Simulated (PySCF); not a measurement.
InCH3, optimised at PBE/def2-SVP:

```xyz
5

C     -0.0145     0.0103    -0.0199
In    -0.0178     0.9125    -2.1121
H     -0.0208    -1.1017    -0.0570
H      0.8866     0.3201     0.5546
H     -0.9075     0.3300     0.5617
```

Energies from PySCF (xtb for GFN2), thermal terms from the rigid-rotor harmonic-oscillator model, ideal gas at 1 bar. All species are closed-shell singlets. In: scalar-relativistic def2 core potential, no spin-orbit coupling. InCH3: computed as isolated molecules; such fragments, hydroxides, amides, oligomers or adducts are transient or little studied in the gas.

**Question.** List the harmonic frequencies (cm⁻¹, unscaled) at this level and at the other levels, each on its own geometry.

**Answer.** 
- PBE/def2-SVP: 403, 457, 457, 1089, 1365, 1365, 2937, 3040, 3041
- GFN2-xTB: 379, 379, 410, 1271, 1500, 1500, 2865, 2865, 2887
- PBE0/def2-TZVP: 430, 482, 483, 1146, 1429, 1430, 3012, 3101, 3101
